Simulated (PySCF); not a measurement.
The vertical singlet excitations below were computed for one of the candidates. Method: PySCF 2.14.0, density-fitted response routines, TDDFT PBE0/def2-SVPD, vertical, gas phase, core orbitals frozen in the response. Geometries: GFN2-xTB, one conformer each.

| state | E (eV) | λ (nm) | f |
| --- | --- | --- | --- |
| S1 | 3.93 | 315.4 | 0.0004 |
| S2 | 4.54 | 273.3 | 0.022 |
| S3 | 4.60 | 269.8 | 0.017 |
| S4 | 5.11 | 242.7 | 0.0021 |
| S5 | 5.26 | 235.8 | 0.0047 |
| S6 | 5.85 | 211.9 | 0.030 |

Triplets computed (Tamm–Dancoff): 3.33, 4.22 eV.

Task: Which candidate is it?
A. `CO[Si@@H](S)CC=O`
B. `C=N[SiH]1SCCS1`
C. `N#CC1=N[Si@@H](O[SiH3])C1`
D. `C(C1C[Si@@H](N=C)N=1)#N`
E. `CCC[Si@@H](S)OC`

Result: B. Its S1 lies at 3.93 eV; the nearest of the others has S1 at 3.52 eV. S1 is HOMO-2→LUMO (94%). Löwdin shares by element: HOMO sulfur 72%, carbon 7% or more, silicon 6%; LUMO carbon 40% or more, nitrogen 30%, silicon 8%, hydrogen 6% or more (atoms not listed hold the other 16%). At the same level the other candidates give, for their lowest levels:
- `CCC[Si@@H](S)OC`: 6.30 eV (f 0.026); 6.75 eV (f 0.046); 6.90 eV (f 0.019); 7.30 eV (f 0.038); 7.32 eV (f 0.016); T1 5.85 eV; HOMO -7.37, LUMO 0.31 eV
- `CO[Si@@H](S)CC=O`: 4.38 eV (f 0.000); 5.16 eV (f 0.000); 6.10 eV (f 0.000); 6.30 eV (f 0.000); 6.59 eV (f 0.055); T1 3.76 eV; HOMO -7.24, LUMO -1.10 eV
- `N#CC1=N[Si@@H](O[SiH3])C1`: 3.52 eV (f 0.000); 5.21 eV (f 0.003); 5.95 eV (f 0.002); 6.21 eV (f 0.026); 6.31 eV (f 0.161); T1 2.92 eV; HOMO -7.73, LUMO -2.32 eV
- `C=N[Si@@H]1CC(C#N)=N1`: 3.45 eV (f 0.001); 4.02 eV (f 0.000); 4.79 eV (f 0.037); 5.12 eV (f 0.001); 5.40 eV (f 0.002); T1 2.88 eV; HOMO -7.44, LUMO -2.24 eV
